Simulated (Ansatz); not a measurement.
One change: `B[SiH](O)F` becomes `OB[SiH](O)F`.

Ansatz, PBE0-D4/def2-TZVP geometries, multiplicity 1. Each molecule was computed in one conformer, which needn't be the lowest.

```tsv
property	`B[SiH](O)F`
HOMO energy (ωB97M-V/def2-TZVPP) / eV	-10.48
size of the dipole moment (PBE/def2-TZVPP) / D	1.75
LUMO energy (PBE0/def2-TZVPP) / eV	-2.74
size of the dipole moment (B3LYP/def2-TZVPP) / D	1.85
ideal-gas entropy at 298 K and 1 bar (rigid rotor, harmonic PBE0-D4/def2-TZVP) / J/(mol·K)	320
HOMO–LUMO gap (PBE/def2-TZVPP) / eV	3.17
```

(1) Give the same properties after the change, and the shifts. (Best estimate.)

## Answers

(1) The calculation gave: 
```json
{"property": "HOMO energy (ωB97M-V/def2-TZVPP) / eV", "`OB[SiH](O)F`": "-10.08", "shift": "0.40"}
{"property": "size of the dipole moment (PBE/def2-TZVPP) / D", "`OB[SiH](O)F`": "1.79", "shift": "0.04"}
{"property": "LUMO energy (PBE0/def2-TZVPP) / eV", "`OB[SiH](O)F`": "-1.24", "shift": "1.50"}
{"property": "size of the dipole moment (B3LYP/def2-TZVPP) / D", "`OB[SiH](O)F`": "1.78", "shift": "-0.07"}
{"property": "ideal-gas entropy at 298 K and 1 bar (rigid rotor, harmonic PBE0-D4/def2-TZVP) / J/(mol·K)", "`OB[SiH](O)F`": "345", "shift": "25"}
{"property": "HOMO–LUMO gap (PBE/def2-TZVPP) / eV", "`OB[SiH](O)F`": "4.32", "shift": "1.15"}
```

With PBE0 the HOMO rises by 0.39 eV and the LUMO rises by 1.50 eV, so the gap widens by about 1.11 eV. PBE moves the HOMO by 0.38 eV and ωB97M-V by 0.40 eV. The zero-point energy changes by 21.3 kJ/mol with +3 modes. Dipoles are sizes alone; their direction can turn. Modes under 60 cm⁻¹, often nearly free rotors, make the harmonic entropy too high.

B3LYP here is the variant with VWN-RPA as its local correlation; programs differ in this.
